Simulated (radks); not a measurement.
Mg2+, 10 electrons, occupied as [Ne]. All-electron calculation, scalar-relativistic Kohn-Sham, PBE, spin-polarised, spherical densities, finite nucleus; Fermi nuclear charge, rms radius 3.057 fm. Program: a radial shooting solver on a logarithmic mesh with Libxc functionals.

Radial electron density D(r) = 4 pi r^2 rho(r):

r (bohr),D(r) (e/bohr)
0.009437,0.9939
0.01047,1.193
0.01153,1.408
0.01279,1.680
0.01419,1.999
0.01575,2.369
0.01733,2.761
0.01923,3.246
0.02134,3.797
0.02368,4.416
0.02607,5.051
0.02892,5.804
0.03209,6.620
0.03561,7.490
0.0392,8.326
0.04349,9.250
0.04826,10.16
0.05355,11.04
0.05895,11.77
0.06541,12.44
0.07258,12.95
0.08053,13.26
0.08864,13.32
0.09836,13.15
0.1091,12.72
0.1211,12.06
0.1333,11.29
0.1479,10.35
0.1641,9.398
0.1821,8.540
0.2005,7.922
0.2224,7.520
0.2468,7.447
0.2739,7.707
0.3015,8.203
0.3345,8.928
0.3712,9.718
0.4118,10.42
0.4533,10.88
0.503,11.04
0.5582,10.81
0.6193,10.17
0.6817,9.260
0.7564,8.015
0.8394,6.620
0.9314,5.205
1.025,3.980
1.138,2.821
1.262,1.886
1.401,1.184
1.542,0.7255
1.711,0.3977
1.898,0.2010
2.106,0.09280
2.318,0.04159
2.572,0.01566

D(r) has 2 maxima, at r = 0.0872, 0.499 bohr, and minima at 0.239 bohr, inside which lie 2.21 electrons.
